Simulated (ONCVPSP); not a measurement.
Li ONCV: all-electron and pseudo phase curves

Li (Z = 3), optimised norm-conserving Vanderbilt (ONCV), made with ONCVPSP 4.0.1 (PBEsol, scalar-relativistic). Core [He], reference 2s1. Waves: 2s: rc 3.40 bohr, ncon 4, nbas 7, qcut 1.5 1/bohr, 2 projectors, debl 0.8 Ha; p scattering state at 0.19 Ha: rc 3.15 bohr, ncon 4, nbas 9, qcut 2.3 1/bohr, 3 projectors, debl 1 Ha; d scattering state at 0.25 Ha: rc 2.90 bohr, ncon 4, nbas 7, qcut 3.3 1/bohr, 2 projectors, debl 2.1 Ha. Local part: polynomial inside 1.90 bohr (lpopt 4, dvloc0 3 Ha). Core correction: none.

In the p channel the program set the typed energies aside and used 0.050, 1.050, 2.050 Ha.

The phase is arctan(r·R′/R) of the radial function R(r), unwrapped; energies in Ha, scanned from -2 to 5 Ha. A pole is an energy at which the radial function vanishes at the test radius. The pseudo phase is shifted by a multiple of π to meet the all-electron one at the reference energy, and phase errors are pseudo minus all-electron; the curves can meet again beyond the range given. Levels narrower than the energy grid can be missing from the lists of poles. Where the grid stepped over a known ghost or core level, its pole and its step of π were put in at the level’s energy.

```
channel  radius (bohr)  reference energy (Ha)      poles, all-electron     poles, pseudo  unbroken range about the reference energy with phases within 0.05 rad  phase error 1 Ha above the reference energy (rad)
      s           3.46                  -0.10  -1.89, 0.28, 2.01, 4.68  0.28, 1.70, 3.30                                                            -1.9 to 1.6                                             -0.018
      p           3.20                   0.05         0.40, 2.02, 4.70  0.40, 2.02, 4.72                                                        the whole range                                             +0.000
      d           2.94                   0.25               1.43, 4.04        1.44, 4.08                                                        the whole range                                             +0.000
```

Phases in the s channel:

| E (Ha) | all-electron | pseudo |
| --- | --- | --- |
| -1.98 | 4.532 | 1.390 |
| -1.62 | 1.365 | 1.364 |
| -1.26 | 1.324 | 1.324 |
| -0.90 | 1.249 | 1.248 |
| -0.54 | 1.043 | 1.042 |
| -0.18 | -0.413 | -0.413 |
| 0.18 | -1.484 | -1.484 |
| 0.54 | -1.764 | -1.764 |
| 0.90 | -2.890 | -2.910 |
| 1.26 | -4.438 | -4.467 |
| 1.62 | -4.623 | -4.676 |
| 1.98 | -4.707 | -4.960 |
| 2.34 | -4.780 | -7.607 |
| 2.70 | -4.899 | -7.773 |
| 3.06 | -5.593 | -7.828 |
| 3.42 | -7.538 | -7.865 |
| 3.78 | -7.730 | -7.899 |
| 4.14 | -7.796 | -7.938 |
| 4.50 | -7.837 | -7.994 |
| 4.86 | -7.870 | -8.113 |
